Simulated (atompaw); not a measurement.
# A failed generation for lanthanum (La)

Input:

```
La 57
LDA-PW scalarrelativistic loggrid 2001 logderivrange -5 5 251
6 6 5 4 0 0
6 0 1.5
6 1 0
5 2 1
4 3 0
0 0 0
c
c
c
c
v
v
c
c
c
v
v
c
c
v
v
3
2.22 2.18 1.88 1.30
n
n
y
0.95
n
y
2.8
n
modrrkj vanderbiltortho gaussian
4 0 troulliermartins
1.82
1.96
2.22
1.96
2.22
2.22
0.78
0.78
PWSCFOUT
UPFDX 0.0125d0 UPFXMIN -7.d0 UPFZMESH 57.d0
END
```

```bash
atompaw < La.input > La.log
```

End of the output:

```
    6        7.82095219E+00
    7        3.19387607E+01
    8        1.60556023E+03

The overlap operator has at least one negative eigenvalue!
It might be not positive definite...
Program is stopping.
This probably means that your projectors are too similar
or that your PAW basis is incomplete.
Advice: try to change your input parameters (f.i. : reference energies).
```

Problem. Why did it fail, and what change makes it run?

Solution. The run stopped because the overlap operator built from these waves and projectors is not positive definite. A run that differs only in the following succeeds: all radii scaled by about 1.35 (s 2.45, p 3.00, d 3.00, f 1.05 bohr); local potential troulliermartins scheme with l = 4 at 0 Ry, radius 2.55 bohr; augmentation gaussian compensation charge, radius 2.95 bohr; PAW radius 3.00 bohr; waves and projectors: modrrkj vanderbiltortho; core correction smooth core density matched at 1.75 bohr. Other answers can fit too; this one was computed.
